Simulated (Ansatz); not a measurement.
Basis sets compared for (ClBe-mu-F)2 (Be2Cl2F2). Charge 0, multiplicity 1. Geometry r2SCAN-D4/def2-SVP. Ansatz on 4 threads of Arm Neoverse V1 on a shared host; times are rough, and most runs start from earlier orbitals.

Cartesian coordinates in Å:
```
Be -0.870 0.014 0.722
Cl -2.277 0.035 1.895
F -0.199 -1.075 -0.219
Be 0.869 -0.013 -0.723
Cl 2.280 -0.036 -1.892
F 0.197 1.075 0.217
```

Binding counts from free atoms (Be singlet, Cl doublet, F doublet) in the same basis, without a counterpoise term.

```tsv
level	functions	energy (Eh)	HOMO (eV)	LUMO (eV)	binding per atom (eV)	wall time
PBE-D4/def2-SVP	82	-1148.8203	-7.88	-1.38	4.19	0.6 s
PBE0-D4/def2-SVP	82	-1148.9086	-9.36	-0.64	4.06	0.85 s
```

Estimate the rows for PBE-D4/def2-TZVP, PBE0-D4/def2-TZVP.


| level | functions | energy (Eh) | HOMO (eV) | LUMO (eV) | binding per atom (eV) | wall time |
| --- | --- | --- | --- | --- | --- | --- |
| PBE-D4/def2-TZVP | 174 | -1149.4195 | -7.92 | -1.55 | 4.12 | 1.2 s |
| PBE0-D4/def2-TZVP | 174 | -1149.5054 | -9.36 | -0.85 | 4.02 | 1.6 s |
